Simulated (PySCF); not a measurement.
**Spin–spin couplings to the heavy atom in `InChI=1S/C3H6BFSe/c4-2-1-6-3(2)5/h2-3H,1,4H2/t2-,3+/m1/s1`**

Geometry:
| atom | x (Å) | y (Å) | z (Å) |
| --- | --- | --- | --- |
| B1 | 1.143 | -0.831 | -0.835 |
| C2 | 0.160 | -0.240 | 0.220 |
| C3 | -1.362 | -0.434 | 0.078 |
| Se4 | -1.723 | 1.396 | 0.720 |
| C5 | 0.229 | 1.266 | 0.502 |
| F6 | 0.706 | 1.982 | -0.559 |
| H7 | 0.830 | -1.813 | -1.469 |
| H8 | 2.254 | -0.374 | -0.956 |
| H9 | 0.517 | -0.778 | 1.128 |
| H10 | -1.801 | -1.209 | 0.719 |
| H11 | -1.709 | -0.575 | -0.955 |
| H12 | 0.795 | 1.576 | 1.393 |

[PySCF integrals, density fitting: indirect couplings; PBE0/pcJ-1 (dyall-v2z on Se), gas phase, finite nuclei, structure from PBE0-D3(BJ)/def2-SVP]

Non-relativistic values:
```tsv
coupling	atoms	J (Hz)
1J(77Se,13C)	Se4 – C3	-24.6
1J(77Se,13C)	Se4 – C5	-56.3
2J(77Se,13C)	Se4 – C2	9.3
2J(77Se,19F)	Se4 – F6	170.5
2J(77Se,1H)	Se4 – H10	15.1
2J(77Se,1H)	Se4 – H11	10.7
2J(77Se,1H)	Se4 – H12	19.9
3J(77Se,11B)	Se4 – B1	-1.7
3J(77Se,1H)	Se4 – H9	-1.6
```

What do two-component X2C with spin–orbit coupling give?

## Answers


| coupling | atoms | with spin–orbit (Hz) |
| --- | --- | --- |
| 1J(77Se,13C) | Se4 – C3 | -29.1 |
| 1J(77Se,13C) | Se4 – C5 | -65.4 |
| 2J(77Se,13C) | Se4 – C2 | 11.8 |
| 2J(77Se,19F) | Se4 – F6 | 170.5 |
| 2J(77Se,1H) | Se4 – H10 | 16.1 |
| 2J(77Se,1H) | Se4 – H11 | 10.7 |
| 2J(77Se,1H) | Se4 – H12 | 21.4 |
| 3J(77Se,11B) | Se4 – B1 | -3.0 |
| 3J(77Se,1H) | Se4 – H9 | -2.0 |

The largest listed coupling, 2J(77Se,19F), ends at 1.00 times its non-relativistic value.
